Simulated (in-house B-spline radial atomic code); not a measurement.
A radial electron density 4πr²n(r) was computed for an atom or ion in its tabulated ground configuration with a B-spline radial code for spherical atoms; method: Dirac-Kohn-Sham PBEsol, spherical fractional occupations. Columns: r (bohr), 4πr²n(r) (electrons per bohr), bar.

```
 0.00188    1.407 #
  0.0023    2.018 ##
  0.0028     2.85 ##
 0.00342    4.017 ###
 0.00417    5.593 #####
 0.00509    7.711 #######
  0.0062    10.45 #########
 0.00757    13.97 ############
 0.00923    18.26 ################
  0.0113    23.37 ####################
  0.0137    28.72 #########################
  0.0168     34.4 ##############################
  0.0204    39.15 ##################################
  0.0249     42.5 #####################################
  0.0304     43.6 ######################################
  0.0371    42.25 #####################################
  0.0453    39.21 ##################################
  0.0552    36.38 ################################
  0.0674    36.01 ###############################
  0.0822    39.48 ##################################
     0.1     45.6 ########################################
   0.122    50.78 ############################################
   0.149    50.53 ############################################
   0.182    43.51 ######################################
   0.222    33.89 #############################
   0.271    28.28 #########################
    0.33    29.68 ##########################
   0.403    34.03 #############################
   0.492    34.26 ##############################
     0.6    27.76 ########################
   0.731    18.06 ################
   0.892     10.1 #########
    1.09    6.008 #####
    1.33    4.596 ####
    1.62    3.778 ###
    1.98    2.614 ##
    2.41    1.388 #
    2.94     0.53 
    3.59   0.1403 
    4.38  0.02467 
    5.34 0.002613 
    6.51 0.0001522
```

(1) Which atom or ion is it?
A. As2+
B. Se2+
C. Br3+
D. Br2+

## Answers

(1) D. The area under the curve, ∫4πr²n dr = ∫r·4πr²n d(ln r) on this logarithmic grid, is 33 electrons, which only this option has. The configuration is [Ar] 3d10 4s2 4p3.
